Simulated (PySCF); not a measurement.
C4H9FNSi2 (doublet state).
Cartesian coordinates in Å at the GFN2-xTB level; atoms count from 1:
```
atom  x, y, z in Å
F1     0.1435    0.8470    3.0628
Si2   -0.7754    1.1013    1.7698
N3    -0.1840    0.0226    0.5653
C4     1.1211   -0.6170    0.6036
Si5    1.9400   -0.2176   -1.0765
C6    -0.6791    0.0072   -0.7275
C7    -1.5181   -0.9999   -1.4134
C8    -2.0656    0.1775   -1.1717
H9    -0.5979    2.5162    1.4668
H10   -2.1289    0.7191    2.1474
H11    0.9879   -1.6950    0.7347
H12    1.6920   -0.2572    1.4556
H13    1.4532   -1.0760   -2.1544
H14    3.3735   -0.5209   -0.9020
H15    1.7917    1.2079   -1.3591
H16   -1.6207   -1.9858   -1.7997
H17   -2.9402    0.7826   -1.2117
```

The hyperfine couplings belong to this conformer and change with its torsions.

As a line formula: `F[SiH2]N(C[SiH3])[C]1C=C1` [radical].

Level of theory: UKS B3LYP, pcH-1 on C F H N Si, non-relativistic, mean-field spin-orbit, GIAO (PySCF). Geometry: GFN2-xTB, one conformer, isolated molecule. A GFN2-xTB geometry isn't a minimum of the functional, and hyperfine couplings can be far from their values at a DFT geometry. Stability of the SCF solution: not tested.

Question: Predict the first-order ENDOR lines of N3, F1, H13/H14/H15, H16/H17, H11/H12 and H9/H10 under fast tumbling at B = 337.2 mT (X band).

Answer: ν± = |νn ± a/2|, one line for each electron-spin manifold; νn = |g_N| × 7.62259 MHz/T × B.

```tsv
nuclei	isotope	g_N	νn (MHz)	a_iso (MHz)	lower line (MHz)	upper line (MHz)
N3	14N	0.4038	1.04	17.10	7.51	9.59
F1	19F	5.2577	13.51	21.98	2.52	24.50
H13/H14/H15	1H	5.5857	14.36	21.92	3.40	25.32
H16/H17	1H	5.5857	14.36	-9.45	9.63	19.08
H11/H12	1H	5.5857	14.36	7.64	10.54	18.18
H9/H10	1H	5.5857	14.36	6.87	10.92	17.79
```

Question: Which pairs are centred on the nuclear Larmor frequency, and which on half the coupling?

Answer: Centred on νn, since |a| < 2νn: F1, H13/H14/H15, H16/H17, H11/H12 and H9/H10. Centred on |a|/2 and split by 2νn: N3.

Question: At what field would the lower line of H13/H14/H15 fall to zero frequency?

Answer: Where νn = |a|/2, that is B = 10.96 MHz/(5.5857 × 7.62259 MHz/T) = 257 mT, as far as first order holds there.

Class means assume fast exchange of nuclei equivalent by connectivity; if that motion is slow, each nucleus keeps its own coupling. The three 1H nuclei of mean +21.9 MHz run from 15.1 to 27.5 MHz in the frozen geometry. The 1H value of -9.4 MHz is a mean of couplings from -17.7 to -1.2 MHz in this one geometry, not an average over conformers. The 1H value of +7.6 MHz is a mean of couplings from 4.2 to 11.1 MHz in this one geometry, not an average over conformers.

The largest Mulliken spin populations are on C6 (+0.65), C7 (+0.15) and N3 (+0.11). The angles at C6 add up to 311.6°, so it is pyramidal.

On one thread, Arm Neoverse V2 (aarch64), shared host, this took 2.2 min (grids of density and orbitals included) and 1.1 GiB of memory at its peak.
